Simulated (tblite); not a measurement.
C7H11O (doublet state).
Structure used (GFN2-xTB), in Å, numbered top down from 1:
```xyz
19
C7H11O angstrom
C      2.884    0.480   -0.063
C      1.427    0.247   -0.044
C      0.348    0.594   -0.728
C     -0.676   -0.162    0.102
C     -1.415   -1.281   -0.608
C     -1.639    0.761    0.850
O     -2.534    1.407   -0.018
C      0.581   -0.591    0.914
H      3.215    0.902    0.887
H      3.147    1.166   -0.865
H      3.416   -0.461   -0.214
H     -1.872   -1.947    0.124
H     -0.734   -1.854   -1.233
H     -2.203   -0.867   -1.233
H     -2.256    0.183    1.544
H     -1.062    1.501    1.426
H     -2.011    1.827   -0.713
H      0.785   -1.659    0.865
H      0.589   -0.237    1.944
```

Structure optimised with GFN2-xTB, isolated species. This method treats the open shell by occupation alone, without spin polarisation.

Take the most abundant isotopes and a rigid rotor. The values belong to one conformer with, in the numbering `[CH3:1][C:2]1=[C:3][C@:4]([CH3:5])([CH2:6][OH:7])[CH2:8]1`, C3–C4–C6–O7 70°, C4–C6–O7–H -52°.

Task: Give the principal moments of inertia and the rotational constants in MHz.

Result: Ia = 126.98, Ib = 386.97, Ic = 428.41 u·Å²; 505379 MHz·u·Å²/I gives A = 3980, B = 1306, C = 1180 MHz.

Task: What kind of rotor is it?

Result: A near-prolate asymmetric top: κ = (2 × 1306 − 3980 − 1180)/(3980 − 1180) = -0.91.

Task: Is it planar, by Δ = Ic − Ia − Ib?

Result: Not planar: Δ = Ic − Ia − Ib = -85.54 u·Å². For a rigid frame Δ = −2 Σ m c², so Σ m c² = 42.77 u·Å² lies off the ab plane: 13.53 from hydrogen and 29.24 from heavier atoms. The atom farthest from that plane is 1.92 Å away.

Task: Give the other two planar moments, Paa and Pbb, and the rms extents of the mass along the axes.

Result: Paa = Σ m a² = (Ib + Ic − Ia)/2 = 344.20 and Pbb = Σ m b² = (Ia + Ic − Ib)/2 = 84.21 u·Å². With the mass M = 111.08 u, the rms extents √(P/M) along a, b and c are 1.76, 0.87, 0.62 Å.

For this open shell read J as N, the rotation without spin; fine and hyperfine splittings come on top. Its GFN2-xTB frequencies are all real (lowest 75 cm⁻¹). Constants of a rigid frame at the computed geometry: no zero-point averaging, no centrifugal distortion.
